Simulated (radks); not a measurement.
Charge is removed step by step from the 3d level of Nd29+, starting from [Ar] 3d10 4s2 4p1. Calculated with a radial shooting solver on a logarithmic mesh with Libxc functionals: scalar-relativistic Kohn-Sham, PBE, spin-unpolarised, spherical densities, point nucleus.

\begin{tabular}{lrrr}
removed (e) & E - E(0) (eV) & eigenvalue (eV) & E minus straight line (eV) \\ \hline
0 & 0.000 & -1934.3 & 0.000 \\
0.125 & 242.39 & -1945.8 & -5.059 \\
0.25 & 486.22 & -1957.4 & -8.679 \\
0.375 & 731.50 & -1968.9 & -10.857 \\
0.5 & 978.22 & -1980.5 & -11.588 \\
0.625 & 1226.4 & -1992.1 & -10.872 \\
0.75 & 1476.0 & -2003.7 & -8.703 \\
0.875 & 1727.1 & -2015.4 & -5.081 \\
1 & 1979.6 & -2027.1 & 0.000 \\
\end{tabular}

Removing the whole electron costs 1979.6 eV by Delta-SCF, against 1934.3 eV from minus the eigenvalue at the starting occupation. Slater's transition state (half an electron removed) gives 1980.5 eV. Integrating minus the eigenvalue over the occupation (Janak's theorem) gives 1980.6 eV. In this scalar-relativistic scheme the density is built from large components alone, so the theorem holds only approximately. The mean slope of the eigenvalue, de/dn, is 92.7 eV per electron.
